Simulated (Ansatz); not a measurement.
Reaction (ligand exchange at a Ge–C bond): `Cl[SiH](Cl)C[CH2][GeH3]` + H₂Te → `[GeH3][TeH]` + `CC[SiH](Cl)Cl`

Computed with Ansatz on PBE0-D4/def2-TZVP structures; ΔE is electronic, products minus reactants. CBS: MP2 limit from def2 TZ/QZ plus the TZ coupled-cluster correction, frozen cores. Functionals use def2-TZVPP. Elements past krypton have def2 core potentials. For Ge, Te outer-core shells are correlated without core-valence functions, which leaves a few kJ/mol of doubt a bond. Scalar relativity is left out up to krypton. One conformer a species, not always the lowest.

`Cl[SiH](Cl)C[CH2][GeH3]`:

Cartesian coordinates in Å:
```
Cl -1.912 1.792 -2.624
Si -1.064 0.308 -1.494
Cl -0.160 -1.051 -2.735
C 0.204 1.066 -0.365
C 1.107 0.084 0.383
Ge 0.190 -1.100 1.657
H -2.162 -0.397 -0.800
H 0.802 1.743 -0.987
H -0.348 1.707 0.333
H 1.862 0.634 0.952
H 1.650 -0.550 -0.323
H 1.229 -1.867 2.491
H -0.703 -2.111 0.917
H -0.696 -0.259 2.595
```

H₂Te:

```xyz
3

Te    0.410    0.615    0.243
H    -0.964   -0.151    0.762
H     0.554   -0.463   -1.005
```

`[GeH3][TeH]`:

Z-matrix (Å, degrees):
```
Ge
Te 1 2.558
H 1 1.535 2 110.6
H 1 1.535 2 110.7 3 122.1
H 1 1.534 2 105.3 3 -119.0
H 2 1.658 1 91.6 3 -60.4
```

`CC[SiH](Cl)Cl`:

Cartesian coordinates in Å:
```
C 0.287 1.431 -0.130
C 0.657 -0.042 -0.280
Si -0.713 -1.200 0.190
Cl -0.106 -3.141 -0.065
Cl -1.220 -0.918 2.158
H 0.045 1.676 0.906
H 1.113 2.075 -0.440
H -0.579 1.693 -0.743
H 1.531 -0.293 0.329
H 0.927 -0.276 -1.316
H -1.943 -1.006 -0.608
```

```
       level  ΔE (kJ/mol)
   revPBE-D4        -85.4
CAM-B3LYP-D4        -85.0
        PBE0        -95.5
MP2/def2-SVP        -85.9
```

**Question.** What does CCSD(T)/CBS give? (Estimate.)

**Answer.** Ansatz gave: -84.7 kJ/mol. The listed levels differ from it by -0.7, -0.3, -10.8, -1.2 kJ/mol.

Largest T1 diagnostic among the species: 0.011.

The D4 term adds +8.2 kJ/mol with B3LYP and +4.9 kJ/mol with PBE0; it sums over pairs of atoms, weighted by their polarisabilities, and B3LYP, whose exchange is more repulsive, gets the larger term. In def2-TZVPP, CCSD(T) changes the Hartree–Fock value by +22.5 kJ/mol (the triples alone add +1.9 kJ/mol) and MP2 by +17.6 kJ/mol. Leaving LDA and LC-ωPBE aside and taking each functional with its dispersion term where it has one, the values, not all of them listed here, spread over 9.3 kJ/mol, from r2SCAN0-D4 to B97M-V. LDA lies +12.0 kJ/mol from PBE without D4.

B3LYP here is the variant with VWN-RPA as its local correlation; programs differ in this.
